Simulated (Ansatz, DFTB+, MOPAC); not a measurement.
Molecule: C3H7O2, charge 1, multiplicity 1. SMILES: COC(C)=[OH+]

Atoms: C1, C2, O3, O4, C5, H6, H7, H8, H9, H10, H11, H12. Bonds: C1-C2, C1-H6, C1-H7, C1-H8, C2-O3, C2-O4, O3-H12, O4-C5, C5-H9, C5-H10, C5-H11.

Bond lengths (Å) and angles (degrees) optimised at AM1 with MOPAC; SCC-DFTB with DFTB+; HF/STO-3G with Ansatz (a program for electronic structure); HF/3-21G with Ansatz; HF/6-31G* with Ansatz; B3LYP/6-31G* with Ansatz, each started from the B3LYP-D3(BJ)/def2-TZVP structure (Ansatz) of the last column. A row stands for all coordinates that are equal there; 11 of 21 kinds are shown. 6-31G* holds six Cartesian d functions. No wavenumbers were computed at SCC-DFTB, HF/STO-3G, so these may be saddle points.

| coordinate | AM1 | SCC-DFTB | HF/STO-3G | HF/3-21G | HF/6-31G* | B3LYP/6-31G* | B3LYP-D3(BJ)/def2-TZVP |
|---|---|---|---|---|---|---|---|
| C1-C2 | 1.475 | 1.477 | 1.532 | 1.487 | 1.489 | 1.486 | 1.478 |
| C1-H6 | 1.124 | 1.099 | 1.091 | 1.086 | 1.085 | 1.097 | 1.094 |
| C1-H7 | 1.116 to 1.123 | 1.094 to 1.099 | 1.088 to 1.094 | 1.076 | 1.077 | 1.090 | 1.086 |
| C2-O3 | 1.325 | 1.304 | 1.323 | 1.295 | 1.276 | 1.299 | 1.293 |
| C2-O4 | 1.309 | 1.284 | 1.297 | 1.258 | 1.243 | 1.269 | 1.262 |
| O3-H12 | 0.982 | 0.982 | 0.991 | 0.972 | 0.956 | 0.978 | 0.972 |
| O4-C5 | 1.459 | 1.473 | 1.469 | 1.513 | 1.470 | 1.482 | 1.480 |
| C5-H10 | 1.122 | 1.096 | 1.093 | 1.072 | 1.074 | 1.087 | 1.083 |
| C1-C2-O3 | 126.8 | 122.8 | 124.4 | 123.1 | 122.5 | 123.4 | 123.1 |
| C1-C2-O4 | 120.2 | 119.4 | 118.3 | 120.0 | 119.5 | 119.0 | 119.2 |
| O3-C2-O4 | 112.9 | 117.8 | 117.3 | 116.9 | 118.1 | 117.6 | 117.7 |

A range marks coordinates that this level makes unequal.

Mean signed difference of all 11 bond lengths from B3LYP-D3(BJ)/def2-TZVP: AM1 0.024 Å, SCC-DFTB 0.008 Å, HF/STO-3G 0.014 Å, HF/3-21G -0.002 Å, HF/6-31G* -0.009 Å, B3LYP/6-31G* 0.005 Å.
